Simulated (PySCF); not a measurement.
water (H₂O), singlet, geometry from GFN2-xTB, atoms displaced at random by about 0.02 Å a coordinate; PBE0/cc-pVDZ run with PySCF.

The PySCF input:
```python
from pyscf import gto, scf, dft
from pyscf.geomopt import geometric_solver

mol = gto.Mole()
mol.atom = '''
    O     0.018863   -0.001951    0.085867
    H    -0.066020    0.756361   -0.466917
    H    -0.002376   -0.768169   -0.428641
'''
mol.basis = 'cc-pvdz'
mol.charge = 0
mol.spin = 0
mol.verbose = 3
mol.build()

def method(m):
    mf = dft.RKS(m)
    mf.xc = 'pbe0'
    return mf

conv, mol_eq = geometric_solver.kernel(method(mol), maxsteps=100, convergence_set='NWCHEM_LOOSE')
print('optimisation converged:', conv)
print(mol_eq.tostring(format='xyz'))
mf = method(mol_eq)
mf.kernel()
```

Q: Write the output that PySCF gives for this input, abridged.

A: 
```
Custom engine selected.
Bonds will be generated from interatomic distances less than 1.20 times sum of covalent radii
9 internal coordinates being used (instead of 9 Cartesians)
Internal coordinate system (atoms numbered from 1):
Distance 1-2
Distance 1-3
Angle 2-1-3
Translation-X 1-3
Translation-Y 1-3
Translation-Z 1-3
Rotation-A 1-3
Rotation-B 1-3
Rotation-C 1-3
<class 'geometric.internal.Distance'> : 2
<class 'geometric.internal.Angle'> : 1
<class 'geometric.internal.TranslationX'> : 1
<class 'geometric.internal.TranslationY'> : 1
<class 'geometric.internal.TranslationZ'> : 1
<class 'geometric.internal.RotationA'> : 1
<class 'geometric.internal.RotationB'> : 1
<class 'geometric.internal.RotationC'> : 1
> ===== Optimization Info: ====
> Job type: Energy minimization
> Maximum number of optimization cycles: 100
> Initial / maximum trust radius (Angstrom): 0.100 / 0.300
> Convergence Criteria:
> Will converge when all 5 criteria are reached:
>  |Delta-E| < 1.00e-06
>  RMS-Grad  < 3.00e-03
>  Max-Grad  < 4.50e-03
>  RMS-Disp  < 3.60e-03
>  Max-Disp  < 5.40e-03
> === End Optimization Info ===

Geometry optimization cycle 1
Cartesian coordinates (Angstrom)
 Atom        New coordinates             dX        dY        dZ
   O   0.018863  -0.001951   0.085867    0.000000  0.000000  0.000000
   H  -0.066020   0.756361  -0.466917    0.000000  0.000000  0.000000
   H  -0.002376  -0.768169  -0.428641    0.000000  0.000000  0.000000

WARN: Mole.unit (angstrom) is changed to Bohr

converged SCF energy = -76.3359121570736
--------------- RKS_Scanner gradients ---------------
         x                y                z
0 O    -0.0042610856    -0.0211301720    -0.0510835512
1 H     0.0023042585    -0.0109130756     0.0188154712
2 H     0.0019599261     0.0320492015     0.0322690336
----------------------------------------------
cycle 1: E = -76.3359121571  dE = -76.3359  norm(grad) = 0.0749992
Step    0 : Gradient = 4.330e-02/5.545e-02 (rms/max) Energy = -76.3359121571
Hessian Eigenvalues: 5.00000e-02 5.00000e-02 5.00000e-02 ... 1.60000e-01 5.94762e-01 6.42113e-01

Geometry optimization cycle 2
Cartesian coordinates (Angstrom)
 Atom        New coordinates             dX        dY        dZ
   O   0.022048   0.005406   0.121181    0.003185  0.007357  0.035314
   H  -0.067176   0.747059  -0.481899   -0.001156 -0.009302 -0.014982
   H  -0.004504  -0.766413  -0.449003   -0.002128  0.001756 -0.020362
converged SCF energy = -76.3388948173727
--------------- RKS_Scanner gradients ---------------
         x                y                z
0 O    -0.0007879808    -0.0002910622    -0.0080312797
1 H     0.0004658334    -0.0016565712     0.0040212509
2 H     0.0003230417     0.0019495467     0.0040091615
----------------------------------------------
cycle 2: E = -76.3388948174  dE = -0.00298266  norm(grad) = 0.0102136
Step    1 : Displace = 2.611e-02/3.624e-02 (rms/max) Trust = 1.000e-01 (=) Grad = 5.897e-03/8.075e-03 (rms/max) E (change) = -76.3388948174 (-2.983e-03) Quality = 1.124
Hessian Eigenvalues: 5.00000e-02 5.00000e-02 5.00000e-02 ... 1.42966e-01 5.69721e-01 6.40881e-01

Geometry optimization cycle 3
Cartesian coordinates (Angstrom)
 Atom        New coordinates             dX        dY        dZ
   O   0.022897   0.005547   0.129940    0.000849  0.000142  0.008759
   H  -0.067397   0.741758  -0.486093   -0.000222 -0.005301 -0.004194
   H  -0.005165  -0.761326  -0.453537   -0.000661  0.005087 -0.004533
converged SCF energy = -76.338977613012
--------------- RKS_Scanner gradients ---------------
         x                y                z
0 O    -0.0000375721    -0.0001490780    -0.0004403815
1 H     0.0000392352    -0.0005465658     0.0001783145
2 H    -0.0000013704     0.0006958817     0.0002610076
----------------------------------------------
cycle 3: E = -76.338977613  dE = -8.27956e-05  norm(grad) = 0.00104977
Step    2 : Displace = 7.529e-03/8.792e-03 (rms/max) Trust = 1.414e-01 (+) Grad = 6.061e-04/7.432e-04 (rms/max) E (change) = -76.3389776130 (-8.280e-05) Quality = 0.993
Hessian Eigenvalues: 5.00000e-02 5.00000e-02 5.00000e-02 ... 1.58367e-01 5.24717e-01 6.33389e-01

Geometry optimization cycle 4
Cartesian coordinates (Angstrom)
 Atom        New coordinates             dX        dY        dZ
   O   0.022863   0.005574   0.129681   -0.000033  0.000026 -0.000259
   H  -0.067430   0.742793  -0.485969   -0.000033  0.001035  0.000124
   H  -0.005108  -0.762396  -0.453367    0.000057 -0.001070  0.000169
converged SCF energy = -76.338978650745
--------------- RKS_Scanner gradients ---------------
         x                y                z
0 O     0.0000038906    -0.0000685414     0.0000066319
1 H    -0.0000052444     0.0000539854    -0.0000314606
2 H     0.0000017119     0.0000148069     0.0000237608
----------------------------------------------
cycle 4: E = -76.3389786507  dE = -1.03773e-06  norm(grad) = 9.73421e-05
Step    3 : Displace = 8.817e-04/1.076e-03 (rms/max) Trust = 2.000e-01 (+) Grad = 5.620e-05/6.897e-05 (rms/max) E (change) = -76.3389786507 (-1.038e-06) Quality = 0.968
Hessian Eigenvalues: 4.99983e-02 5.00000e-02 5.00000e-02 ... 1.61537e-01 5.40716e-01 6.22136e-01

Geometry optimization cycle 5
Cartesian coordinates (Angstrom)
 Atom        New coordinates             dX        dY        dZ
   O   0.022858   0.005601   0.129711   -0.000005  0.000028  0.000030
   H  -0.067432   0.742734  -0.485962   -0.000002 -0.000059  0.000006
   H  -0.005112  -0.762372  -0.453371   -0.000004  0.000024 -0.000004
converged SCF energy = -76.3389786553823
--------------- RKS_Scanner gradients ---------------
         x                y                z
0 O     0.0000011545    -0.0000092508     0.0000023986
1 H    -0.0000008219     0.0000069000    -0.0000055404
2 H     0.0000000214     0.0000026003     0.0000020726
----------------------------------------------
cycle 5: E = -76.3389786554  dE = -4.63734e-09  norm(grad) = 1.35167e-05
Step    4 : Displace = 4.220e-05/5.489e-05 (rms/max) Trust = 2.828e-01 (+) Grad = 7.804e-06/9.626e-06 (rms/max) E (change) = -76.3389786554 (-4.637e-09) Quality = 1.016
Hessian Eigenvalues: 4.99983e-02 5.00000e-02 5.00000e-02 ... 1.61537e-01 5.40716e-01 6.22136e-01
Converged! =D

optimisation converged: True
3
XYZ from PySCF
O           0.02285822        0.00560135        0.12971109
H          -0.06743222        0.74273364       -0.48596247
H          -0.00511204       -0.76237171       -0.45337087
converged SCF energy = -76.3389786555467
```
